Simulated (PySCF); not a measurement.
Si(OH)2(PH2)2 (H6O2P2Si), SMILES O[Si](P)(O)P. Atoms are numbered in the order given.

```xyz
11

O     -0.8270    -0.8377     1.5037
Si    -0.1694    -0.3359     0.0549
O     -0.3529    -1.4813    -1.1460
P      2.0804    -0.1385     0.2270
P     -1.2369     1.6274    -0.3331
H     -0.4576    -1.6466     1.8812
H     -1.2547    -1.6461    -1.4492
H      2.2181     0.4523    -1.0664
H      1.9992     1.1171     0.9044
H     -2.4964     1.0006    -0.6004
H     -0.8498     1.6428    -1.7096
```

Geometry optimised at B3LYP-D3(BJ)/def2-SVP. This is a generated structure with no PubChem entry under its InChIKey; it may be hypothetical. The values are those of a single conformer.

Calculation: PySCF with B3LYP/pcSseg-1.

GIAO shieldings, no solvent; atoms listed in one row are averaged. δ = σ(ref) − σ: ¹⁷O against H2O (σ = 333.8 ppm); ²⁹Si against TMS (σ = 338.7 ppm); ³¹P against PH3 (σ = 567.1 ppm); ¹H against TMS (σ = 31.68 ppm), references at their B3LYP-D3(BJ)/def2-TZVP geometries, non-relativistic.

Computed chemical shifts:
```tsv
nucleus	atoms	count	δ (ppm)
¹⁷O	O3	1	106.4
¹⁷O	O1	1	87.0
²⁹Si	Si2	1	26.3
³¹P	P5	1	27.5
³¹P	P4	1	19.4
¹H	H6, H7	2	2.27
¹H	H10	1	2.16
¹H	H8	1	1.98
¹H	H9	1	1.87
¹H	H11	1	1.73
```
